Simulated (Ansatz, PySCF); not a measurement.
This Ansatz (a program for electronic structure) input computes a BLYP/def2-TZVPD energy:

Ansatz 0.2 input:
```yaml
crystal:
  periodic: [false, false, false]
  atoms:
    - {symbol: Si, position_ang: [-1.11042029, -0.08949484, 0.26156597]}
    - {symbol: P, position_ang: [1.07640026, 0.11080290, -0.26180823]}
    - {symbol: H, position_ang: [-1.90868884, 0.17960327, -0.96650155]}
    - {symbol: H, position_ang: [-1.44256787, 0.94929489, 1.27566173]}
    - {symbol: H, position_ang: [1.17425847, -1.10142406, -0.99033351]}
    - {symbol: H, position_ang: [1.57687840, -0.43658982, 0.94637320]}
basis:
  gaussian:
    orbitals: def2-TZVPD
hamiltonian:
  xc: {name: BLYP}
magnetization: {spin_polarized: true, initial_magnetization: 1}
output: {forces: true}
```

### Question
Write an input for the same energy in PySCF and say what it gives.

### Answer

```python
from pyscf import gto, scf, dft

mol = gto.M(
    atom='''
    Si   -1.11042029   -0.08949484    0.26156597
    P     1.07640026    0.11080290   -0.26180823
    H    -1.90868884    0.17960327   -0.96650155
    H    -1.44256787    0.94929489    1.27566173
    H     1.17425847   -1.10142406   -0.99033351
    H     1.57687840   -0.43658982    0.94637320
    ''',
    basis='def2-tzvpd',
    charge=0,
    spin=1,
    verbose=4,
)

mf = dft.UKS(mol, xc='blyp').density_fit(auxbasis='def2-universal-jkfit')
mf.grids.level = 3
mf.conv_tol = 1e-9
mf.max_cycle = 100
mf.max_memory = 1500
mf.kernel()
if not mf.converged:
    mf = mf.newton()
    mf.kernel(mf.make_rdm1())
for _ in range(2):
    mo, _, stable, _ = mf.stability(return_status=True)
    if stable:
        break
    mf.kernel(mf.make_rdm1(mo, mf.mo_occ))
mf.analyze()
```
It gives -633.20503 Eh, and Ansatz -633.20496 Eh, a difference of 0.07 mEh, from the treatment of integrals and grids.

It need not be the lowest isomer of its formula.
